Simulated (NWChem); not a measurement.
System: SiCl2, singlet; SMILES Cl[Si]Cl

Parts of the log:

```
             Northwest Computational Chemistry Package (NWChem) 7.3.0
             --------------------------------------------------------

 C2V symmetry detected

                             Geometry "geometry" -> ""
                             -------------------------

 Output coordinates in angstroms (scale by  1.889725989 to convert to a.u.)

  No.       Tag          Charge          X              Y              Z
 ---- ---------------- ---------- -------------- -------------- --------------
    1 Si                  14.0000     0.00000000     0.00000000     0.93829517
    2 Cl                  17.0000    -1.61776700     0.00000000    -0.38635683
    3 Cl                  17.0000     1.61776700     0.00000000    -0.38635683

 Effective nuclear repulsion energy (a.u.)     167.7351905261

      Symmetry information
      --------------------

 Group name             C2v
 Group number             16
 Group order               4
 No. of unique centers     2

                                 NWChem DFT Module
                                 -----------------

 Summary of "ao basis" -> "ao basis" (spherical)
 ------------------------------------------------------------------------------
       Tag                 Description            Shells   Functions and Types
 ---------------- ------------------------------  ------  ---------------------
 Si                         def2-svp                 8       18   4s3p1d
 Cl                         def2-svp                 8       18   4s3p1d

      Symmetry analysis of basis
      --------------------------

        a1         22
        a2          6
        b1         17
        b2          9

            General Information
            -------------------
          SCF calculation type: DFT
          Wavefunction type:  closed shell.
          No. of atoms     :     3
          No. of electrons :    48
           Alpha electrons :    24
            Beta electrons :    24
          Charge           :     0
          Spin multiplicity:     1
          Use of symmetry is: on ; symmetry adaption is: on
          Maximum number of iterations: 150
          AO basis - number of functions:    54
                     number of shells:    24
          Convergence on energy requested:  1.00D-06
          Convergence on density requested:  1.00D-05
          Convergence on gradient requested:  5.00D-04

              XC Information
              --------------
                     Hartree-Fock (Exact) Exchange  1.000
                   CAM-Becke88 Exchange Functional  1.000
                      VWN V Correlation Functional  0.190 local
              Lee-Yang-Parr Correlation Functional  0.810

           Range-Separation Parameters
           ---------------------------
           Alpha           :  0.19
           Beta            :  0.46
           Gamma           :  0.33
           Short-Range HF  :     F

             Grid Information
             ----------------
          Grid used for XC integration:  medium
          Radial quadrature: Mura-Knowles
          Angular quadrature: Lebedev.
          Tag              B.-S. Rad. Rad. Pts. Rad. Cut. Ang. Pts.
          ---              ---------- --------- --------- ---------
          Si                  1.10       88           7.0       590
          Cl                  1.00       88           8.0       590
          Grid pruning is: on
          Number of quadrature shells:   176
          Spatial weights used:  Erf1

      Superposition of Atomic Density Guess
      -------------------------------------

 Sum of atomic energies:       -1207.38558274

      Non-variational initial energy
      ------------------------------

 Total energy =   -1207.737359
 1-e energy   =   -2005.117882
 2-e energy   =     629.645333
 HOMO         =      -0.264495
 LUMO         =      -0.035584

      Symmetry analysis of molecular orbitals - initial
      -------------------------------------------------

  Numbering of irreducible representations:

     1 a1          2 a2          3 b1          4 b2

  Orbital symmetries:

     1 a1          2 b1          3 a1          4 a1          5 b1
     6 a1          7 b1          8 b2          9 b1         10 a1
    11 a2         12 a1         13 b1         14 a1         15 b2
    16 a1         17 b1         18 a1         19 b1         20 a1
    21 b2         22 a2         23 b1         24 a1         25 b2
    26 b1         27 a1         28 a1         29 b1         30 a1
    31 b2         32 a1         33 a2         34 b2

     ---------------------------------------------
      Total Density - Mulliken Population Analysis
     ---------------------------------------------

    Atom       Charge   Shell Charges
 -----------   ------   -------------------------------------------------------
    1 Si  14    13.05   2.00  1.99  1.27  0.59  5.93  0.57  0.58  0.12
    2 Cl  17    17.48   2.00  1.99  1.23  0.72  5.94  2.18  3.41  0.01
    3 Cl  17    17.48   2.00  1.99  1.23  0.72  5.94  2.18  3.41  0.01

   convergence    iter        energy       DeltaE   RMS-Dens  Diis-err
 ---------------- ----- ----------------- --------- --------- ---------
 d= 0,ls=0.0,diis     1  -1209.5473330290 -1.38D+03  1.77D-02  4.13D-01
 d= 0,ls=0.0,diis     2  -1209.5660565860 -1.87D-02  8.94D-03  2.17D-01
 d= 0,ls=0.0,diis     3  -1209.5986255496 -3.26D-02  1.55D-03  8.91D-03
 d= 0,ls=0.0,diis     4  -1209.5999353571 -1.31D-03  1.95D-04  1.33D-04
 d= 0,ls=0.0,diis     5  -1209.5999539146 -1.86D-05  1.07D-04  3.58D-06
  Resetting Diis
 d= 0,ls=0.0,diis     6  -1209.5999556045 -1.69D-06  2.34D-05  2.21D-07
 d= 0,ls=0.0,diis     7  -1209.5999556885 -8.40D-08  3.73D-06  9.02D-09

         Total DFT energy =    -1209.599955688541
      One electron energy =    -2005.886917044824
           Coulomb energy =      705.994844144301
    Exchange-Corr. energy =      -77.443073314108
 Nuclear repulsion energy =      167.735190526090

 Numeric. integr. density =       48.000001107894

                  Occupations of the irreducible representations
                  ----------------------------------------------

                     irrep           alpha         beta
                     --------     --------     --------
                     a1               11.0         11.0
                     a2                2.0          2.0
                     b1                8.0          8.0
                     b2                3.0          3.0

                       DFT Final Molecular Orbital Analysis
                       ------------------------------------

 Vector   22  Occ=2.000000D+00  E=-3.936652D-01  Symmetry=a2
              MO Center=  2.0D-14,  6.6D-16, -3.5D-01, r^2= 3.7D+00
   Bfn.  Coefficient  Atom+Function         Bfn.  Coefficient  Atom+Function
  ----- ------------  ---------------      ----- ------------  ---------------
    30      0.463853  2 Cl py                48     -0.463853  3 Cl py
    27      0.338210  2 Cl py                45     -0.338210  3 Cl py
    24      0.197498  2 Cl py                42     -0.197498  3 Cl py
    14     -0.062905  1 Si d -2

 Vector   23  Occ=2.000000D+00  E=-3.780760D-01  Symmetry=b1
              MO Center= -1.6D-14, -1.4D-15, -3.3D-01, r^2= 3.8D+00
   Bfn.  Coefficient  Atom+Function         Bfn.  Coefficient  Atom+Function
  ----- ------------  ---------------      ----- ------------  ---------------
    29      0.384044  2 Cl px                47      0.384044  3 Cl px
    26      0.289057  2 Cl px                44      0.289057  3 Cl px
    31     -0.263365  2 Cl pz                49      0.263365  3 Cl pz
    28     -0.200953  2 Cl pz                46      0.200953  3 Cl pz
    23      0.166908  2 Cl px                41      0.166908  3 Cl px

 Vector   24  Occ=2.000000D+00  E=-3.262165D-01  Symmetry=a1
              MO Center=  1.9D-15, -1.6D-16,  7.5D-01, r^2= 3.4D+00
   Bfn.  Coefficient  Atom+Function         Bfn.  Coefficient  Atom+Function
  ----- ------------  ---------------      ----- ------------  ---------------
     3      0.457674  1 Si s                  4      0.382896  1 Si s
    31     -0.340866  2 Cl pz                49     -0.340866  3 Cl pz
     2      0.266718  1 Si s                 10      0.257533  1 Si pz
    28     -0.232918  2 Cl pz                46     -0.232918  3 Cl pz
    13      0.206541  1 Si pz                 7     -0.135352  1 Si pz

 Vector   25  Occ=0.000000D+00  E=-6.058833D-02  Symmetry=b2
              MO Center=  4.8D-15, -3.7D-17,  7.9D-01, r^2= 3.0D+00
   Bfn.  Coefficient  Atom+Function         Bfn.  Coefficient  Atom+Function
  ----- ------------  ---------------      ----- ------------  ---------------
    12      0.709846  1 Si py                 9      0.414330  1 Si py
    30     -0.285568  2 Cl py                48     -0.285568  3 Cl py
     6     -0.215896  1 Si py                27     -0.154553  2 Cl py
    45     -0.154553  3 Cl py                24     -0.089892  2 Cl py
    42     -0.089892  3 Cl py                32      0.030408  2 Cl d -2

 Vector   26  Occ=0.000000D+00  E= 5.367882D-02  Symmetry=b1
              MO Center= -1.5D-15,  1.9D-16,  1.1D+00, r^2= 3.4D+00
   Bfn.  Coefficient  Atom+Function         Bfn.  Coefficient  Atom+Function
  ----- ------------  ---------------      ----- ------------  ---------------
    11      1.111731  1 Si px                22      0.402753  2 Cl s
    40     -0.402753  3 Cl s                 31      0.381591  2 Cl pz
    49     -0.381591  3 Cl pz                 8      0.335808  1 Si px
    29      0.180557  2 Cl px                47      0.180557  3 Cl px
     5     -0.179300  1 Si px                28      0.146320  2 Cl pz

 Vector   27  Occ=0.000000D+00  E= 7.194781D-02  Symmetry=a1
              MO Center=  3.7D-15, -1.5D-16,  5.4D-01, r^2= 3.5D+00
   Bfn.  Coefficient  Atom+Function         Bfn.  Coefficient  Atom+Function
  ----- ------------  ---------------      ----- ------------  ---------------
    13      0.978704  1 Si pz                 3     -0.567305  1 Si s
    29      0.489921  2 Cl px                47     -0.489921  3 Cl px
    22      0.426495  2 Cl s                 40      0.426495  3 Cl s
     4     -0.350432  1 Si s                 10      0.341221  1 Si pz
     2     -0.247262  1 Si s                 26      0.177123  2 Cl px

     ---------------------------------------------
      Total Density - Mulliken Population Analysis
     ---------------------------------------------

    Atom       Charge   Shell Charges
 -----------   ------   -------------------------------------------------------
    1 Si  14    13.50   2.00  1.99  1.39  0.46  5.92  0.87  0.68  0.20
    2 Cl  17    17.25   2.00  1.98  1.26  0.70  5.93  2.16  3.20  0.02
    3 Cl  17    17.25   2.00  1.98  1.26  0.70  5.93  2.16  3.20  0.02

     -------------------------------------------
      Total Density - Lowdin Population Analysis
     -------------------------------------------

    Atom       Charge   Shell Charges
 -----------   ------   -------------------------------------------------------
    1 Si  14    13.86   2.00  1.96  1.08  0.69  5.79  0.97  1.03  0.32
    2 Cl  17    17.07   2.00  1.96  1.05  0.81  5.82  2.28  3.13  0.02
    3 Cl  17    17.07   2.00  1.96  1.05  0.81  5.82  2.28  3.13  0.02

     Multipole analysis of the density
     ---------------------------------

     L   x y z        total         alpha         beta         nuclear
     -   - - -        -----         -----         ----         -------
     0   0 0 0     -0.000000    -24.000000    -24.000000     48.000000

     1   1 0 0      0.000000      0.000000      0.000000      0.000000
     1   0 1 0     -0.000000     -0.000000     -0.000000      0.000000
     1   0 0 1      0.402876      0.201438      0.201438      0.000000

     2   2 0 0    -29.884799   -173.825804   -173.825804    317.766809
     2   1 1 0     -0.000000     -0.000000     -0.000000      0.000000
     2   1 0 1      0.000000      0.000000      0.000000      0.000000
     2   0 2 0    -26.285076    -13.142538    -13.142538      0.000000
     2   0 1 1     -0.000000     -0.000000     -0.000000      0.000000
     2   0 0 2    -28.424503    -45.281947    -45.281947     62.139390

            General Information
            -------------------
          SCF calculation type: DFT
          Wavefunction type:  closed shell.
          No. of atoms     :     3
          No. of electrons :    48
           Alpha electrons :    24
            Beta electrons :    24
          Charge           :     0
          Spin multiplicity:     1
          Use of symmetry is: on ; symmetry adaption is: on
          Maximum number of iterations: 150
          This is a Direct SCF calculation.
          AO basis - number of functions:    54
                     number of shells:    24
          Convergence on energy requested:  1.00D-06
          Convergence on density requested:  1.00D-05
          Convergence on gradient requested:  5.00D-04

              XC Information
              --------------
                     Hartree-Fock (Exact) Exchange  1.000
                   CAM-Becke88 Exchange Functional  1.000
                      VWN V Correlation Functional  0.190 local
              Lee-Yang-Parr Correlation Functional  0.810

           Range-Separation Parameters
           ---------------------------
           Alpha           :  0.19
           Beta            :  0.46
           Gamma           :  0.33
           Short-Range HF  :     F

             Grid Information
             ----------------
          Grid used for XC integration:  medium
          Radial quadrature: Mura-Knowles
          Angular quadrature: Lebedev.
          Tag              B.-S. Rad. Rad. Pts. Rad. Cut. Ang. Pts.
          ---              ---------- --------- --------- ---------
          Si                  1.10       88           7.0       590
          Cl                  1.00       88           8.0       590
          Grid pruning is: on
          Number of quadrature shells:   176
          Spatial weights used:  Erf1

          Convergence Information
          -----------------------
          Convergence aids based upon iterative change in
          total energy or number of iterations.
          Levelshifting, if invoked, occurs when the
          HOMO/LUMO gap drops below (HL_TOL):  1.00D-02
          DIIS, if invoked, will attempt to extrapolate
          using up to (NFOCK): 10 stored Fock matrices.

                    Damping( 0%)  Levelshifting(0.5)       DIIS
                  --------------- ------------------- ---------------
          dE  on:    start            ASAP                start
          dE off:    2 iters        150 iters           150 iters

  intd_init: cando_txs set to always be  F

                            NWChem DFT Gradient Module
                            --------------------------

  charge          =   0.00
  wavefunction    = closed shell

  Using symmetry
  intd_init: cando_txs set to always be  F

                         DFT ENERGY GRADIENTS

    atom               coordinates                        gradient
                 x          y          z           x          y          z
   1 Si      0.000000   0.000000   1.773121    0.000000   0.000000   0.001899
   2 Cl     -3.057136   0.000000  -0.730109   -0.000970   0.000000  -0.000949
   3 Cl      3.057136   0.000000  -0.730109    0.000970   0.000000  -0.000949
```

Level: CAM-B3LYP/def2-SVP. Low-valent species are run as closed-shell singlets; no triplet was tried in these runs. All runs use the structure optimised with PBE0/def2-SVP.

**Question.** Which NWChem input produces such a log?

**Answer.** This is not unique; one that fits is the input that was run:
```
start job
memory heap 200 mb stack 900 mb global 1100 mb
geometry units angstroms noautoz
  Si     0.000000     0.000000     0.937445
  Cl    -1.617767     0.000000    -0.387207
  Cl     1.617767     0.000000    -0.387207
end
basis spherical
  * library def2-svp
end
dft
  xc xcamb88 1.00 lyp 0.81 vwn_5 0.19 hfexch 1.00
  cam 0.33 cam_alpha 0.19 cam_beta 0.46
  iterations 150
  mulliken
end
task dft gradient
```
